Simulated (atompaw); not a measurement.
**u(r) = r·R(r): atom against pseudo-atom (C)**

Columns: radius, all-electron u(r) and pseudo u(r) of the 2s shell (level -32.61 eV) of carbon in the configuration [He] 2s2 2p0.5; PBEsol, non-relativistic, PAW (atompaw) scheme, atompaw 4.2.0.5.

| r (bohr) | all-electron | pseudo |
| --- | --- | --- |
| 0.063 | 0.2955 | -0.0862 |
| 0.127 | 0.3873 | -0.1729 |
| 0.190 | 0.3579 | -0.2563 |
| 0.254 | 0.2606 | -0.3382 |
| 0.317 | 0.1315 | -0.4152 |
| 0.381 | -0.0123 | -0.4891 |
| 0.444 | -0.1534 | -0.5568 |
| 0.508 | -0.2887 | -0.6199 |
| 0.571 | -0.4094 | -0.6759 |
| 0.635 | -0.5176 | -0.7264 |
| 0.698 | -0.6092 | -0.7694 |
| 0.762 | -0.6869 | -0.8063 |
| 0.825 | -0.7489 | -0.8357 |
| 0.888 | -0.7972 | -0.8585 |
| 0.952 | -0.8335 | -0.8751 |
| 1.015 | -0.8578 | -0.8850 |
| 1.079 | -0.8723 | -0.8891 |
| 1.142 | -0.8777 | -0.8875 |
| 1.206 | -0.8754 | -0.8806 |
| 1.269 | -0.8667 | -0.8691 |
| 1.333 | -0.8522 | -0.8532 |
| 1.396 | -0.8335 | -0.8338 |
| 1.460 | -0.8107 | -0.8108 |
| 1.523 | -0.7855 | -0.7855 |
| 1.587 | -0.7575 | -0.7575 |
| 1.650 | -0.7284 | -0.7284 |

(1) How many radial nodes do the two functions have?

(2) Is the pseudo-wave norm-conserving?

## Answers

(1) The all-electron 2s function has n − l − 1 = 1; the pseudo-wave has 0, since the states of the same l below it are removed with the core.

(2) No, it belongs to a PAW set: the norm inside the radius is not constrained, and the difference is carried by the augmentation charge.
